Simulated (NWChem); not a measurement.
phosphorus nitride (PN); SMILES P#N

Results from NWChem. The geometry was optimised at PBE0-D3(BJ)/def2-TZVP. Ions are spin-unrestricted doublets at the neutral geometry; other ion states weren't tried. Functional: LC-ωPBE (HJS hole) with def2-SVP; the question gives the range parameter ω in 1/bohr.

### Question
Estimate the computed values for range parameter (1/bohr) 0.10. Quantities: vertical ionisation energy, ΔSCF (eV); −ε(HOMO) (eV).

### Answer
- vertical ionisation energy, ΔSCF (eV): 11.72
- −ε(HOMO) (eV): 8.98
